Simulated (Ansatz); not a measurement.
Gas-phase electronic energies from Ansatz, PBE0-D4/def2-TZVP geometries. CCSD(T)/CBS is the MP2 limit (def2-TZVPP, def2-QZVPP) plus CCSD(T) − MP2 in def2-TZVPP, frozen cores. Elements past krypton have def2 core potentials. For Sn outer-core shells are correlated without core-valence functions, which leaves a few kJ/mol of doubt a bond. One conformer a species, not always the lowest.

`C[CH]([SiH3])[AlH][AlH2]` + `[NH2][SnH2][OH]` → `[OH][SnH2][AlH2]` + `C[CH]([SiH3])[AlH][NH2]`  (redistribution)

```tsv
species	MP2/def2-TZVPP energy (Eh)
`C[CH]([SiH3])[AlH][AlH2]`	-854.98888
`[NH2][SnH2][OH]`	-346.43790
`[OH][SnH2][AlH2]`	-533.73261
`C[CH]([SiH3])[AlH][NH2]`	-667.74906
```

Question: Work out ΔE.

Answer: ΔE = (-533.73261) + (-667.74906) − (-854.98888) − (-346.43790) = -0.05489 Eh = -1.49 eV. CCSD(T)/CBS gives -1.44 eV.

Largest T1 diagnostic among the species: 0.014.
